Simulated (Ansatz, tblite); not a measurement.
Removing and adding an electron: `c1csc(-c2cnc(-c3cnc(-c4cnc(-c5cnc(-c6cnc(-c7cnc(-c8cncs8)s7)s6)s5)s4)s3)s2)n1`. The state is a singlet with charge 0. Geometry: PBE-D4/def2-SVP. Ansatz, gas phase; energy differences of separate SCF runs; the oxidised species was run as a doublet alone; the reduced species was run as a doublet alone.

The xTB rows come from tblite. Single mean-field runs in def2-SVP are fitted with def2-universal-jkfit.

```csv
level,−HOMO (eV),vertical IE (eV),−LUMO (eV),vertical EA (eV),HOMO–LUMO gap (eV),IE − EA (eV)
PBE-D4/def2-SVP,5.13,6.39,3.66,2.47,1.47,3.92
PBE0-D4/def2-SVP,5.91,6.80,3.20,2.38,2.71,4.42
```

**Question.** Estimate the rows for GFN1-xTB, GFN2-xTB.

**Answer.** 
```csv
level,−HOMO (eV),vertical IE (eV),−LUMO (eV),vertical EA (eV),HOMO–LUMO gap (eV),IE − EA (eV)
GFN1-xTB,10.67,11.95,9.31,8.01,1.36,3.93
GFN2-xTB,10.43,11.66,9.05,7.82,1.39,3.85
```

 Raw xTB energy differences between charge states are shifted by several eV; the methods need an empirical correction for them. Sets without diffuse functions give affinities that are too small.
